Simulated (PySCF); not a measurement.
TeF2, SMILES F[Te]F.

The structure is a stationary point at B3LYP-D3(BJ)/def2-TZVP. The def2 effective core potentials stand for the cores of Te; spin–orbit coupling is left out.

The numbers are results of TDDFT-PBE0/def2-SVPD run with PySCF, not measurements.

Vertical excitations. Isolated molecule, no solvent. State labels are in the subgroup C2v.

Task: Estimate the UV-visible absorptions. (Estimate from the structure and the level; the computed values follow.)

Result: 
```tsv
state	symmetry	energy (eV)	λ (nm)	f	main pairs
S1	A2	2.27	545	0.000	HOMO→LUMO 101 %
S2	B1	3.16	392	0.002	HOMO→LUMO+1 100 %
S3	B1	6.04	205	0.165	HOMO→LUMO+2 100 %
S4	A1	6.95	178	0.026	HOMO→LUMO+3 99 %
S5	A2	7.07	175	0.000	HOMO→LUMO+4 99 %
S6	B1	7.21	172	0.002	HOMO→LUMO+5 97 %
S7	A1	7.25	171	0.004	HOMO−2→LUMO 95 %
S8	B2	7.36	168	0.010	HOMO−1→LUMO 62 %, HOMO−2→LUMO+1 30 %
S9	B1	7.45	166	0.007	HOMO−3→LUMO 95 %
S10	A2	7.85	158	0.000	HOMO−3→LUMO+1 58 %, HOMO−4→LUMO 40 %
T1	A2	1.49	830	0	HOMO→LUMO 99 %
T2	B1	2.19	566	0	HOMO→LUMO+1 99 %
T3	B1	5.76	215	0	HOMO→LUMO+2 98 %
T4	B2	6.11	203	0	HOMO−1→LUMO 93 %
```
Triplets are in the Tamm–Dancoff approximation, which puts them higher than full response would, so one can lie above its singlet here.
